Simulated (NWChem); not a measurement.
C$_{3}$H$_{6}$O; SMILES C=COC

```xyz
10

C     -0.0956     1.8727     0.0029
C      0.3405     0.6118    -0.0032
O     -0.4867    -0.4506    -0.0042
C      0.1226    -1.7122     0.0032
H     -1.1638     2.0994     0.0086
H      0.6215     2.6933     0.0014
H      1.4142     0.3763    -0.0090
H     -0.6793    -2.4620     0.0008
H      0.7426    -1.8652     0.9052
H      0.7530    -1.8706    -0.8906
```
Atoms are numbered in this order, from 1.

Structure relaxed at the PBE0/def2-SVP level.

Q: List the 6 lowest vertical singlet excitations and the 6 lowest triplet ones from PBE/def2-SVP, TDA (NWChem).

A: 
| state | energy (eV) | oscillator strength | leading excitation (squared amplitude) |
|---|---|---|---|
| S1 | 6.35 | 0.015 | HOMO → LUMO+1 (1.00) |
| S2 | 7.01 | 0.500 | HOMO → LUMO (0.75) |
| S3 | 7.07 | 0.006 | HOMO → LUMO+2 (0.98) |
| S4 | 7.77 | 0.002 | HOMO−1 → LUMO (0.93) |
| S5 | 7.80 | 0.002 | HOMO → LUMO+3 (0.58) |
| S6 | 7.88 | 0.011 | HOMO → LUMO+4 (0.59) |
| T1 | 4.19 | spin-forbidden | HOMO → LUMO (0.98) |
| T2 | 6.22 | spin-forbidden | HOMO → LUMO+1 (0.99) |
| T3 | 6.85 | spin-forbidden | HOMO → LUMO+2 (0.99) |
| T4 | 7.46 | spin-forbidden | HOMO−1 → LUMO (0.98) |
| T5 | 7.52 | spin-forbidden | HOMO → LUMO+3 (0.95) |
| T6 | 7.58 | spin-forbidden | HOMO−2 → LUMO (0.94) |
